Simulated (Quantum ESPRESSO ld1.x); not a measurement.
Task: All-electron atom: Er4+ in [Xe] 4f10. All-electron calculation, scalar-relativistic Kohn-Sham, LDA (Slater exchange, VWN5 correlation), spin-unpolarised, spherical densities, point nucleus. Program: ld1.x of Quantum ESPRESSO 7.5. Some entries of the table are withheld. Estimate them.

orbital,occ.,eigenvalue (eV),<r> (bohr),<r^2> (bohr^2)
1s,2,-57379.892,0.02038,0.0005685
2s,2,-9687.098,0.08652,0.008845
2p,6,-8577.367,0.07675,0.007192
3s,2,-2214.495,0.2256,0.05815
3p,6,-1876.985,0.2247,0.05852
3d,10,-1453.684,(1),0.04879
4s,2,-481.077,0.5073,0.2906
4p,6,-369.715,0.5376,0.3288
4d,10,-220.489,0.5798,0.3899
5s,2,-99.637,1.202,1.620
5p,6,(2),1.381,2.150
4f,10,-56.581,0.7270,0.6700
5d,0,-38.420,1.862,(3)
6s,0,-33.544,2.686,(4)

Result: 
(1) 3d <r> (bohr): 0.2039
(2) 5p eigenvalue (eV): -71.781
(3) 5d <r^2> (bohr^2): 3.948
(4) 6s <r^2> (bohr^2): 8.024
